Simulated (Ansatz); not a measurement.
Zn3H12Se3, a cluster cut from wurtzite ZnSe (hydrogen-capped), 18 atoms. Hardware: 4 threads of Arm Neoverse N1 on a shared host.

The 6-31G sets use Cartesian d functions. Correlated methods freeze 54 core orbitals; core or outer-core shells of Se are correlated, in sets that lack core-valence functions.

How many basis functions does each of these Ansatz runs have, and roughly what does it cost? PBE-QIDH/def2-TZVP, charge 0 singlet, energy, from earlier orbitals; HF/STO-3G, charge 0 singlet, energy; PBE0-D4/def2-SVP, charge 0 singlet, energy, from earlier orbitals; HF/6-31G, charge 0 singlet, energy; revPBE-D4/def2-TZVP, charge 0 singlet, energy, from earlier orbitals; RPA@PBE/def2-SVP, charge 0 singlet, energy, from earlier orbitals; PBE-D4/def2-SVP, charge -1 doublet at the geometry of the charge 0 singlet, energy; PBE-D4/def2-SVP, charge 1 doublet at the geometry of the charge 0 singlet, energy; PBE-D4/def2-TZVP, charge 0 singlet, energy, from earlier orbitals; PBE-D4/def2-SVP, charge 0 singlet, energy, from earlier orbitals; B3LYP-D4/def2-SVP, charge 0 singlet, relaxation, 4 steps; r2SCAN-D4/def2-TZVP, charge 0 singlet, energy, from earlier orbitals.

Other jobs shared the machine, so times can vary by a factor of up to 3. A dash marks memory too small to be measured apart from the calling script's.

| run | functions | fitting or Cholesky vectors | wall time | peak host memory (GiB) |
| --- | --- | --- | --- | --- |
| PBE-D4/def2-SVP, charge 0 singlet, energy, from earlier orbitals | 249 | 2808 | 7.5 s | – |
| HF/6-31G, charge 0 singlet, energy | 198 | 1992 | 10 s | 0.88 |
| PBE-D4/def2-TZVP, charge 0 singlet, energy, from earlier orbitals | 360 | 3069 | 16 s | 0.96 |
| revPBE-D4/def2-TZVP, charge 0 singlet, energy, from earlier orbitals | 360 | 3069 | 16 s | 0.96 |
| PBE0-D4/def2-SVP, charge 0 singlet, energy, from earlier orbitals | 249 | 2452 | 20 s | 1.1 |
| PBE-D4/def2-SVP, charge -1 doublet at the geometry of the charge 0 singlet, energy | 249 | 2808 | 22 s | – |
| RPA@PBE/def2-SVP, charge 0 singlet, energy, from earlier orbitals | 249 | 2452 | 23 s | 0.81 |
| HF/STO-3G, charge 0 singlet, energy | 120 | 1209 | 26 s | – |
| PBE-D4/def2-SVP, charge 1 doublet at the geometry of the charge 0 singlet, energy | 249 | 2808 | 34 s | – |
| r2SCAN-D4/def2-TZVP, charge 0 singlet, energy, from earlier orbitals | 360 | 3069 | 34 s | 1 |
| PBE-QIDH/def2-TZVP, charge 0 singlet, energy, from earlier orbitals | 360 | 2805 | 76 s | 2 |
| B3LYP-D4/def2-SVP, charge 0 singlet, relaxation, 4 steps | 249 | 2607 | 85 s | 1.2 |
